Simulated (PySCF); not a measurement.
Isomers of C7H11Cl, from PySCF 2.14.0, PBE0-D3(BJ)/def2-SVP geometry optimisation, gas phase. One conformer each, no zero-point energy, no frequencies.

**Question.** Which is lower in electronic energy at this level?
A. `[Cl:1][C@@:2]12[CH2:3][CH2:4][CH2:5][C@@H:6]1[CH2:7][CH2:8]2` with Cl1–C2–C3–C4 150°, C2–C3–C4–C5 -38°, C3–C4–C5–C6 39°, C4–C5–C6–C7 72°: A = 2585, B = 1539, C = 1281 MHz, dipole 2.03 D
B. `[C@@H]1(C)[C@@H]2C[C@H]1[C@@H](C2)Cl`: A = 2976, B = 1326, C = 1138 MHz, dipole 2.01 D

**Answer.** A. That is `Cl[C@@]12CCC[C@@H]1CC2`, 10.4 kcal/mol below the other.

| SMILES | mapped SMILES | E (Eh) | relative (kcal/mol) | relative (kJ/mol) | dipole (D) |
| --- | --- | --- | --- | --- | --- |
| Cl[C@@]12CCC[C@@H]1CC2 | [Cl:1][C@@:2]12[CH2:3][CH2:4][CH2:5][C@@H:6]1[CH2:7][CH2:8]2 | -732.75733 | 0.0 | 0.0 | 2.03 |
| C[C@@H]1[C@@H]2C[C@H]1[C@H](Cl)C2 | [CH3:1][C@@H:2]1[C@@H:3]2[CH2:4][C@H:5]1[C@H:6]([Cl:7])[CH2:8]2 | -732.74072 | 10.4 | 43.6 | 2.01 |
